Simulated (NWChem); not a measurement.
Species: CH6Hf; SMILES [CH3][HfH3]

Program: NWChem. Structure relaxed at the PBE0/def2-SVP level. No frequency run checked for a minimum. def2 effective core potentials on Hf; no spin-orbit coupling. Ions are spin-unrestricted doublets at the neutral geometry; other ion states weren't tried.

Task: What does the run give for PBE0/def2-SVP? Quantities: vertical ionisation energy, ΔSCF (eV); −ε(HOMO) (eV).

Result: The vertical ionisation energy, ΔSCF (eV) is 10.10 and the −ε(HOMO) (eV) is 8.06.
